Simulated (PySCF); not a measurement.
Species: C4H9NO2Si2.
SMILES with atom numbers: `[SiH3:1][O:2][CH2:3][c:4]1[cH:5][n:6][o:7][c:8]1[SiH3:9]`

Structure used (GFN2-xTB), in Å, numbered top down from 1:
```xyz
18
C4H9NO2Si2 angstrom
Si     2.5454   -1.1359    0.4006
O      1.0893   -0.4809    0.0884
C      0.8380    0.6846   -0.6390
C     -0.6086    1.0181   -0.5582
C     -1.3054    2.1343   -1.0741
N     -2.5760    2.0533   -0.7904
O     -2.7554    0.9089   -0.0936
C     -1.5844    0.2736    0.0557
Si    -1.4961   -1.3474    1.0003
H      2.1179   -2.2851    1.1778
H      3.3806   -0.1799    1.1359
H      3.2416   -1.4768   -0.8449
H      1.4376    1.5173   -0.2443
H      1.1322    0.5400   -1.6893
H     -0.9239    2.9695   -1.6260
H     -2.8781   -1.6393    1.3908
H     -0.9940   -2.3897    0.1092
H     -0.6694   -1.1584    2.1896
```

NICS is the negative of the GIAO shielding at a point without a nucleus: at the ring centre (0) and 1 Å above and below it (1); zz is the component along the ring normal. Level: GIAO PBE0/pcSseg-1 (PySCF, non-relativistic, gas phase) on the GFN2-xTB geometry, one conformer.

Ring bond lengths (Å), with Mayer bond orders in brackets: C4–C5 1.413 (1.26), C5–N6 1.304 (1.62), N6–O7 1.352 (1.03), O7–C8 1.341 (1.02), C8–C4 1.372 (1.51).

**Question.** What do the NICS probes read (ppm)?

**Answer.** 
```tsv
ring	type	NICS(0)	NICS(1), two faces	NICS(1)zz, two faces	rms pucker (Å)	centre to ring atoms, mean (Å)
C4–C5–N6–O7–C8	5-membered ring with N and O; formal bonds all aromatic	-11.2	-11.4 / -11.3	-27.9 / -27.9	0.00	1.15
```

**Question.** What can be read from them?

**Answer.** 
- C4–C5–N6–O7–C8: mean NICS(1)zz -27.9 ppm, shielded. The ring is flat and has no four-coordinate atom; by the NICS criterion it is aromatic.

**Question.** How equal are the bonds by HOMA? HOMA = 1 − mean of α(R − Ropt)² over the ring bonds, with Krygowski's 1993 parameters (CC: Ropt 1.388 Å, α 257.7 Å⁻²; CN: Ropt 1.334 Å, α 93.52 Å⁻²; CO: Ropt 1.265 Å, α 157.38 Å⁻²; NO: Ropt 1.248 Å, α 57.21 Å⁻²).

**Answer.** 
- C4–C5–N6–O7–C8: HOMA 0.64; the largest term is that of O7–C8, α(R − Ropt)² = 0.90.

**Question.** What field does 7.05 T along the ring normal induce along that normal at the first NICS(1) probe listed for ring C4–C5–N6–O7–C8, 1 Å off the ring?

**Answer.** NICSzz × B0 = -27.9 ppm × 7.05 T = -197 μT, against the applied field.

**Question.** List the ring angles and the Hirshfeld charges of the ring atoms.

**Answer.** 
- C4–C5–N6–O7–C8: C4 104.0° (-0.045 e), C5 110.6° (-0.016 e), N6 107.1° (-0.115 e), O7 110.0° (-0.024 e), C8 108.3° (-0.035 e); sum 540.0° against 540° for a flat convex ring.

**Question.** How shielded are the nuclei of the rings and their hydrogens (means over atoms taken as equivalent)?

**Answer.** 
| atoms | environment | σ isotropic (ppm) | principal values of the symmetric part, first atom (ppm) |
| --- | --- | --- | --- |
| C4 | substituted aromatic carbon | 50.4 | -29.2, 57.2, 123.3 |
| C5 | aromatic CH next to a ring nitrogen | 38.2 | -69.5, 50.9, 133.0 |
| N6 | pyridine-type nitrogen | -176.3 | -419.1, -164.8, 55.2 |
| O7 | ring oxygen | -91.5 | -226.9, -193.5, 146.0 |
| C8 | substituted aromatic carbon | 15.9 | -61.0, -4.7, 113.4 |
| H15 | aromatic hydrogen | 23.60 | 21.9, 22.2, 26.7 |

Hardware: Arm Neoverse V1, one thread, shared host with 32 logical CPUs at a one-minute load of 29. Cost: 68 s of wall time, 0.94 GiB resident at most. This is the whole shielding run at PBE0/pcSseg-1, SCF included.
